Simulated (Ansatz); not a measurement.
A nudged elastic band was laid between two geometries of H2Se + H4OSi (9 atoms, charge 0, multiplicity 1).

Theory: RKS PBE0/def2-SVP (Ansatz 0.2.0).

```
movable images  : 7
climbing image  : yes
spring          : 5.0 eV/Å²
optimiser       : quadratic models (default)
start path      : through a guess of the saddle point
force threshold : 0.05 eV/Å
iteration limit : 60
end points      : relaxed
```

Image 0:

```xyz
9
Properties=species:S:1:pos:R:3
Si -1.270 -0.992 0.355
O -0.197 0.236 0.736
H -2.240 -0.565 -0.701
H -0.438 -2.119 -0.142
H -2.050 -1.417 1.558
H 1.658 0.770 -0.184
Se 2.913 1.242 -0.799
H -0.565 1.037 1.122
H 2.188 1.809 -1.946
```

Image 8:

```xyz
9
Properties=species:S:1:pos:R:3
Si -0.692 -0.746 -0.640
O 0.719 0.320 2.023
H -1.465 -1.223 -1.826
H -0.269 -1.906 0.185
H -1.540 0.218 0.114
H 1.259 0.569 1.259
Se 1.256 0.254 -1.359
H 0.185 1.106 2.179
H 0.548 1.408 -1.934
```

Question: What changes between the two ends?

Answer: Bonds broken: Si1–O2, H6–Se7. Bonds formed: Si1–Se7, O2–H6. H2Se + H4OSi becomes H2O + H4SeSi.

Question: Give the energies along the band, and the barrier.

Answer: The run converged. The highest image is number 6 of 0 to 8, 1.05 eV above the first end and 0.93 eV above the last; the last end lies 0.12 eV above the first. A vibrational analysis at the climbing image gives one clearly imaginary mode, 169i cm⁻¹: a first-order saddle point. The orbitals stay closed-shell, which can raise the energy where a bond breaks towards radicals; this wasn't checked here.

```tsv
image	path coordinate (Å)	energy (eV)	Si1–O2 (Å)	H6–Se7 (Å)	Si1–Se7 (Å)
0	0.00	0.00	1.68	1.48	4.88
1	0.64	0.00	1.68	1.48	4.71
2	1.29	0.01	1.68	1.48	4.46
3	1.93	0.01	1.68	1.48	4.09
4	2.58	0.07	1.68	1.48	3.60
5	3.22	0.52	1.73	1.55	3.05
6	3.87	1.05	1.88	2.02	2.71
7	5.24	0.41	2.91	2.35	2.33
8	6.61	0.12	3.20	2.64	2.31
```

Question: What is the geometry of the highest image?

Answer: 
```xyz
9
Properties=species:S:1:pos:R:3
Si -0.648 -0.649 -0.062
O 0.257 0.427 1.183
H -1.304 -0.074 -1.269
H -0.199 -2.063 -0.103
H -1.799 -0.672 0.927
H 1.078 0.745 0.621
Se 1.709 0.072 -1.178
H -0.189 1.028 1.801
H 1.095 1.185 -1.920
```

Question: What are the harmonic wavenumbers there?

Answer: 169i, 212, 266, 281, 336, 426, 472, 634, 680, 797, 834, 964, 1044, 1067, 1230, 2099, 2231, 2278, 2451, 2522, 3782 cm⁻¹.

The band took 23 iterations and about 10 core-minutes.

Time of the run: 5.4 min on 2 threads of Arm Neoverse V1 (shared host), peak memory 0.22 GiB.
